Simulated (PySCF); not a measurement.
## Dipole response of Mg (magnesium, neutral)

[Ne] 3s2, closed-shell 1S. Calculation: PySCF 2.14, in dyall-av3z; the non-relativistic Hamiltonian (point nucleus). Coupled (time-dependent) response in atomic units; α is the mean over directions.

```csv
method,mean α (bohr³),C₆ (like pair),S(−4)
UHF,81.58,766.2,3576
PBE,73.99,658.8,2991
PBE0,74.97,673.9,3037
wB97X-V,75.94,688.5,3093
PW91,73.59,653.2,2963
```

S(−4) is the Cauchy moment in α(ω) = α(0) + S(−4) ω² + …

Reference α: 71.2 ± 0.4 bohr³ (recommended; Schwerdtfeger and Nagle, table of static dipole polarizabilities (2023 update)). Published C₆: 626.0 (Chu and Dalgarno (2004); Tang, Norbeck and Certain (1976)).

Hartree-Fock lies above the reference because it lacks correlation, which contracts the outer shell.

α(iu) at PW91:

```json
{"u (hartree)": "0", "α(iu) (bohr³)": "73.59"}
{"u (hartree)": "0.0500", "α(iu) (bohr³)": "66.88"}
{"u (hartree)": "0.100", "α(iu) (bohr³)": "52.64"}
{"u (hartree)": "0.200", "α(iu) (bohr³)": "28.78"}
{"u (hartree)": "0.300", "α(iu) (bohr³)": "16.65"}
{"u (hartree)": "0.500", "α(iu) (bohr³)": "7.352"}
{"u (hartree)": "0.750", "α(iu) (bohr³)": "3.725"}
{"u (hartree)": "1.00", "α(iu) (bohr³)": "2.331"}
{"u (hartree)": "1.50", "α(iu) (bohr³)": "1.257"}
{"u (hartree)": "2.00", "α(iu) (bohr³)": "0.8371"}
{"u (hartree)": "3.00", "α(iu) (bohr³)": "0.4819"}
{"u (hartree)": "5.00", "α(iu) (bohr³)": "0.2350"}
```
